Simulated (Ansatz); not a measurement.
Isomers of B9H8F²⁻ (singlet), relaxed with r2SCAN-D4/def2-SVPD; total energies from Ansatz at PBE0-D4/def2-TZVPD.

```tsv
isomer	description	energy (Eh)
A	[closo-1-(F)B9H8]2- (B9H8F²⁻)	-328.18037
B	[closo-2-(F)B9H8]2- (B₉H₈F²⁻)	-328.18320
```

A multiply charged anion in the gas phase is held together partly by the finite basis.

A: The highest occupied level of the charge -2 singlet lies above zero (up to 2.78 eV). The electron is either unbound and held by the finite basis, or the level is raised by self-interaction error. B: The highest occupied level of the charge -2 singlet lies above zero (up to 2.67 eV). The electron is either unbound and held by the finite basis, or the level is raised by self-interaction error.

Problem. Work out the relative energies (1 Eh = 2625.5 kJ/mol) and the Boltzmann populations at 500 K from electronic energies alone (R = 8.314 J/mol/K).

Solution. ΔE: A 7.4, B 0.0 kJ/mol. RT = 4.16 kJ/mol. Factors exp(−ΔE/RT): A 0.169, B 1; sum 1.169. Populations: A 14.5 %, B 85.5 %. Zero-point energy, vibrational entropy and symmetry numbers are left out and can shift these; an error of 4 kJ/mol changes a ratio by a factor of 2.6. Over the other density-functional and correlated levels in def2 sets, the gap between B and A ranges from 7 to 8 kJ/mol.
